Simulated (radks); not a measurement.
The numbers below are computed, except where a source is named.
Problem. These are the eigenvalues of the occupied orbitals of an atom or ion with whole-number occupations (eV). Level of theory: scalar-relativistic Kohn-Sham, PBE, spin-unpolarised, spherical densities, point nucleus (a radial shooting solver on a logarithmic mesh with Libxc functionals).

| orbital | eigenvalue |
|---|---|
| 1s | -8851.171 |
| 2s | -1062.475 |
| 2p | -916.9772 |
| 3s | -114.7042 |
| 3p | -72.1442 |
| 3d | -5.0389 |
| 4s | -4.6101 |

Which element is it, and in what charge state? The configuration may be excited.

Solution. Z = 29, copper, charge 0: Cu in [Ar] 3d10 4s1. The list shows which subshells hold electrons but not how many an open one holds; the 1s level, -325.27 hartree, gives Z - s = 25.5 by -(Z - s)^2/2, which with screening and relativity narrows Z to a few neighbours, and the depths of the outer levels then fix element, charge and occupations together.
